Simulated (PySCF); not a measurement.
Where the electron goes

Species: C5H11FO.
Numbering: `[CH3:1][O:2][C@H:3]([CH3:4])[CH2:5][CH2:6][F:7]` (hydrogens: H8, H9, H10 on C1; H11 on C3; H12, H13, H14 on C4; H15, H16 on C5; H17, H18 on C6)

Structure used (PBE0-D3(BJ)/def2-SVP), in Å, numbered top down from 1:
```
atom  x, y, z in Å
C1    -1.9725    0.8630   -0.4431
O2    -0.8809    0.5654    0.3711
C3    -0.0041   -0.4148   -0.1387
C4    -0.5316   -1.8206    0.0999
C5     1.3441   -0.1875    0.5273
C6     1.9094    1.1832    0.2471
F7     2.1001    1.3487   -1.1081
H8    -2.6501   -0.0004   -0.5868
H9    -2.5440    1.6648    0.0456
H10   -1.6543    1.2174   -1.4432
H11    0.1261   -0.2514   -1.2278
H12    0.1549   -2.5721   -0.3182
H13   -1.5139   -1.9684   -0.3725
H14   -0.6385   -2.0077    1.1797
H15    1.2287   -0.3041    1.6186
H16    2.0542   -0.9590    0.1881
H17    2.8803    1.3225    0.7521
H18    1.2073    1.9581    0.5938
```

Method: TDDFT B3LYP/def2-SVPD, vertical, gas phase, core orbitals frozen in the response in PySCF.

Frontier orbitals with the atoms that hold most of them (Löwdin shares over 4%, at most four atoms; ? is withheld):

| orbital | ε (eV) | atoms |
| --- | --- | --- |
| LUMO+2 | 1.01 | C4 13%, H12 10%, C6 9%, H14 8% |
| LUMO+1 | 0.84 | H17 12%, C6 11%, C5 10%, H15 9% |
| LUMO | ? | ? |
| HOMO | -7.28 | O2 58%, C1 10%, C4 8%, C3 7% |
| HOMO-1 | -8.62 | ? |
| HOMO-2 | -9.05 | F7 28%, C6 20%, H18 12%, C5 9% |
| HOMO-3 | -9.26 | F7 30%, C6 17%, C5 17%, O2 8% |

Which atoms hold the HOMO-1, and with what shares?

O2 (bonded to 2 C) 34%; C3 (bonded to 2 C, O and H) 16%; C5 (bonded to 2 C and 2 H) 9%; H11 (bonded to C) 7%. By element: oxygen 34%, carbon 24% or more, hydrogen 7% or more.

Which atoms hold the LUMO, and with what shares?

C1 (bonded to O and 3 H) 15%; C4 (bonded to C and 3 H) 15%; C6 (bonded to C, F and 2 H) 7%; C5 (bonded to 2 C and 2 H) 6%.

What is the LUMO energy, and the HOMO–LUMO gap?

ε(LUMO) = 0.44 eV; the gap is 7.72 eV (0.2837 hartree).

How does S1 compare with the orbital gap of 7.72 eV?

S1 is at 6.80 eV (f = 0.0042), 0.92 eV below the gap, made of HOMO→LUMO (97%). Without the coupling terms of the response equations the lowest excitation would equal the gap.

One configuration dominates each of S1, S2 and S6. Which, and how do the shares of the two leading atoms of either orbital change from the occupied to the empty one?

- S1 (6.80 eV, f 0.0042), HOMO→LUMO (97%): O2 58% → at most 7%, C1 10% → 15%, C4 8% → 15%
- S2 (7.31 eV, f 0.011), HOMO→LUMO+1 (94%): O2 58% → at most 10%, C1 10% → at most 10%, H17 at most 8% → 12%, C6 at most 8% → 11%
- S6 (8.20 eV, f 0.0016), HOMO-1→LUMO (95%): O2 34% → at most 7%, C3 16% → at most 7%, C1 at most 8% → 15%, C4 at most 8% → 15%

One conformer stands for the species.
